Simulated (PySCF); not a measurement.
C2H5ClGeO2.
Bonds: Cl1–Ge2, Ge2–O3, O3–C4, C4–C5, C5–O6, Ge2–O6. Hydrogens: H7 on Ge2; H8, H9 on C4; H10, H11 on C5.

Computed, not measured: PBE0-D3(BJ)/def2-SVP geometry optimisation, gas phase in PySCF 2.14.0.

(1) What internal coordinates does the optimisation give?

Answers

(1) 
```csv
bond,length (Å)
Cl1–Ge2,2.143
"Ge2–O3, Ge2–O6",1.776
"O3–C4, C5–O6",1.417
C4–C5,1.533
Ge2–H7,1.523
"C4–H8, C5–H10",1.104
"C4–H9, C5–H11",1.104
```

Bonds in one row agree within 0.01 Å and their mean is given. A selection of angles:
```csv
angle,degrees
Cl1–Ge2–O3,111.9
Cl1–Ge2–O6,109.1
Cl1–Ge2–H7,109.4
O3–Ge2–O6,94.2
O3–Ge2–H7,114.0
O6–Ge2–H7,117.5
Ge2–O3–C4,107.0
O3–C4–C5,108.5
O3–C4–H8,108.8
O3–C4–H9,109.9
C5–C4–H8,111.1
C5–C4–H9,110.3
H8–C4–H9,108.1
C4–C5–H10,110.2
C4–C5–H11,110.9
Ge2–O6–C5,108.5
```

Dihedral angles: Cl1–Ge2–O3–C4 -94° (anticlinal); Ge2–O3–C4–C5 -34° (synclinal); O3–C4–C5–O6 38° (synclinal); C4–C5–O6–Ge2 -24° (synperiplanar); Cl1–Ge2–O6–C5 119° (anticlinal). The mirror-image conformer, all signs reversed, is as good.

Ge2 (germanium bonded to Cl, 2 O and H) has angles from 94.2° to 117.5°. The 5-membered ring Ge2–O3–C4–C5–O6 has internal angles of 94.2° to 109.1° (sum 527°, against 540° for a flat polygon); it is puckered, 0.15 Å rms from its mean plane, widest ring torsion 38°.

Point group: C1 (no symmetry element, even within 0.4 Å). PBE0-D3(BJ)/def2-SVP frequencies: not computed here. One conformer, not necessarily the lowest.
